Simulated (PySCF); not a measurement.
# C9H9N: full NMR table

* Formula: C9H9N
* SMILES: C=C1C=CC([C@@H](C)C#N)=C1
* InChI: InChI=1S/C9H9N/c1-7-3-4-9(5-7)8(2)6-10/h3-5,8H,1H2,2H3/t8-/m0/s1
* Point group of the computed structure: C1
* Degrees of unsaturation: 6
* Carbon signals: 9
* Proton signals: 7

Atom-mapped SMILES (the numbers label the heavy atoms): `[CH2:1]=[C:2]1[CH:3]=[CH:4][C:5]([C@@H:6]([CH3:7])[C:8]#[N:9])=[CH:10]1`. Each H is labelled by its parent atom. Ha(C1) is cis to C3; Hb(C1) is trans to C3.

PySCF calculation with σ from GIAO-KT2/pcSseg-1 and coordinates at the PBE0-D3(BJ)/def2-SVP level; a single conformation, one averaged value for each set of equivalent atoms, relativity neglected, isolated molecule.

δ = σ(ref) − σ, references computed at the same level: TMS for 1H and 13C; 15N against NH3.

| carbon | δC, type | δH (multiplicity) | HMBC from (2–3 bonds) | span of the C tensor (ppm) |
| --- | --- | --- | --- | --- |
| C1 | 124.1, CH2 | Hb(C1) 5.88 (m); Ha(C1) 5.90 (m) | H(C3), H(C10) | 180 |
| C2 | 149.8, C | – | H(C4), H(C3), Ha(C1), Hb(C1), H(C10) | 193 |
| C3 | 122.2, CH | 6.16 (d) | H(C4), Ha(C1), Hb(C1), H(C10) | 169 |
| C4 | 129.2, CH | 6.68 (d) | H(C3), H(C10), H(C6) | 180 |
| C5 | 143.0, C | – | H(C4), H(C3), H(C10), H(C6), H(C7) | 172 |
| C6 | 30.4, CH | 3.37 (q) | H(C4), H(C10), H(C7) | 20 |
| C7 | 23.4, CH3 | 1.40 (d) | H(C6) | 41 |
| C8 | 113.4, C | – | H(C6), H(C7) | 333 |
| C10 | 115.5, CH | 5.78 (s) | H(C4), H(C3), Ha(C1), Hb(C1), H(C6) | 145 |

Other nuclei:
| atoms | nucleus | environment | δ (ppm) | σ (ppm) |
| --- | --- | --- | --- | --- |
| N9 | 15N | nitrile nitrogen | 281.4 | -17.1 |

1. Carbon types of the structure: 3 × C, 4 × CH, 1 × CH2, 1 × CH3, which accounts for all hydrogens.
2. δC 149.8, 143.0: fully substituted alkene carbon; as expected for a trigonal carbon in a double bond.
3. δC 129.2, 122.2, 115.5: alkene CH; the olefinic region.
4. δC 124.1: terminal =CH2 carbon; the olefinic region.
5. δC 113.4: nitrile carbon; C≡N carbons fall here, among the sp2 signals but without a proton.
6. δH 6.68, 6.16, 5.78: hydrogen on an alkene CH; a vinylic proton, deshielded by the sp2 carbon and the C=C anisotropy.

Shifts are as computed. Against solution values, carbons near 30 ppm lie about +2 ppm off and those near 130 ppm about -5 ppm. Of 1211 compounds with measured shifts, 218 miss one by over three times the rms of a fit or turn the order of signals round; such compounds aren't used in these exercises. Experimental scales use liquid or dissolved standards, which lie at an offset from isolated NH3 (liquid NH3: subtract about 20 ppm). Unscaled 15N shifts of sp2 nitrogen come out 20 to 40 ppm too high even then. No couplings were computed; multiplicities are counted from neighbouring protons, with m where these are inequivalent, close in shift, in a saturated or five-membered ring or joined by F or P, and br s for small geminal =CH2 splittings.
